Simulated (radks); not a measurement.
Problem. Valence configurations of Eu+ (all share [Xe]). Method: Dirac Kohn-Sham, PBE, spin-unpolarised, spherical densities, point nucleus; open shells are shared between the two j in proportion to 2j + 1; computed with a radial shooting solver on a logarithmic mesh with Libxc functionals. Order these by energy: 4f7 5d1; 4f6 5d1 6s1; 4f6 5d2; 4f6.5 6s1.5; 4f6 6s2; 4f5.5 5d0.5 6s2; 4f7 6s0.5 6p0.5; 4f8; 4f6.5 5d0.5 6s1; 4f7 6s1.

Solution. From the lowest, in eV above it: 4f7 6s1 0.000; 4f6.5 6s1.5 0.913; 4f6.5 5d0.5 6s1 1.384; 4f7 5d1 1.583; 4f7 6s0.5 6p0.5 1.592; 4f8 1.954; 4f6 6s2 3.452; 4f6 5d1 6s1 3.868; 4f6 5d2 4.800; 4f5.5 5d0.5 6s2 7.585. NIST lists [Xe] 4f7 6s1 as the ground configuration; this level of theory agrees among the configurations tried. The energies are those of spherical spin-averaged densities, not of single terms.
